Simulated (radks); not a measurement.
Problem. Tc III, configuration [Ar] 3d10 4s2 4p5.75 4d5 4f0.25 (fractional occupations, a model configuration). Method: scalar-relativistic Kohn-Sham, XLYP, spin-polarised, spherical densities, finite nucleus; open shells are filled with parallel spins first (spin-orbit coupling, left out, can overturn this in heavy ions); Fermi nuclear charge, rms radius 4.4112 fm; computed with a radial shooting solver on a logarithmic mesh with Libxc functionals. Some entries of the table are withheld. Estimate them.

| orbital | occ. | eigenvalue (hartree) | <r^2> (bohr^2) |
|---|---|---|---|
| 1s up | 1 | -767.8107 | 0.001586 |
| 1s down | 1 | -767.8094 | 0.001586 |
| 2s up | 1 | -110.1423 | 0.02638 |
| 2s down | 1 | -110.1163 | 0.02637 |
| 2p up | 3 | -98.65846 | 0.02076 |
| 2p down | 3 | -98.63807 | 0.02075 |
| 3s up | 1 | -19.74460 | 0.1977 |
| 3s down | 1 | -19.72961 | 0.1976 |
| 3p up | 3 | -15.97702 | 0.2018 |
| 3p down | 3 | -15.96011 | 0.2016 |
| 3d up | 5 | -9.87863 | 0.1912 |
| 3d down | 5 | -9.85346 | 0.1909 |
| 4s up | 1 | -3.42604 | 1.264 |
| 4s down | 1 | -3.29536 | 1.255 |
| 4p up | 3 | -2.39435 | (1) |
| 4p down | 2.75 | -2.25741 | (2) |
| 4d up | 5 | (3) | 2.939 |
| 4d down | 0 | (4) | 3.237 |
| 5s up | 0 | -0.74416 | (5) |
| 5p up | 0 | -0.53453 | 12.26 |
| 4f up | 0.25 | -0.19090 | 43.46 |

Solution. 
(1) 4p up <r^2> (bohr^2): 1.557
(2) 4p down <r^2> (bohr^2): 1.559
(3) 4d up eigenvalue (hartree): -0.94341
(4) 4d down eigenvalue (hartree): -0.81933
(5) 5s up <r^2> (bohr^2): 8.493
